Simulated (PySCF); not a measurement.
## How methods differ on the excitation energy of Al

Al [Ne] 3s2 3p1 (2P) → Al [Ne] 3s2 3d1 (2D), as a difference of total energies. Calculation: PySCF 2.14, in dyall-av3z (19s12p3d2f, 84 functions); scalar relativity by spin-free X2C-1e. Correlated levels: valence: [Ne] frozen; virtual orbitals above 40 to 60 times the deepest correlated orbital energy dropped. The calculations carry no spin-orbit coupling.

```
           method  excitation energy (eV)
              UHF                   4.382
              LDA                   4.114
              PBE                   4.066
             PBE0                   4.228
           r2SCAN                   4.359
        BHandHLYP                   4.279
            TPSSh                   4.296
          wB97M-V                   4.268
             TPSS                   4.242
    MP2 (valence)                   4.402
SCS-MP2 (valence)                   4.406
```

**Question.** How much does correlation contribute at MP2 (valence)?

**Answer.** 4.402 − (4.382) = 0.020 eV, measured against UHF.

Errors of the correlated levels include the incompleteness of this basis and the frozen core.

The promoted electron is Rydberg-like, and one or two diffuse shells describe it only roughly, which tends to raise the upper state.

For comparison: 4.012 eV (measured; NIST levels, between the centres of gravity of the two terms).
